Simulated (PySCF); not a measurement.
B3LYP has the VWN-RPA correlation part, as in Gaussian. 

Cartesian coordinates (Å):
SMILES: [Br]
```xyz
1

Br     0.0000     0.0000     0.0000
```
Charge 0, spin multiplicity 2.

What dipole moment, highest occupied spin orbital and total energy does B3LYP-D3(BJ)/def2-TZVP in PySCF give?


```
Property                               Value
-----------------------------  -------------
dipole moment                         0.00 D
highest occupied spin orbital       -8.51 eV
total energy                   -2574.1410 Ha
```
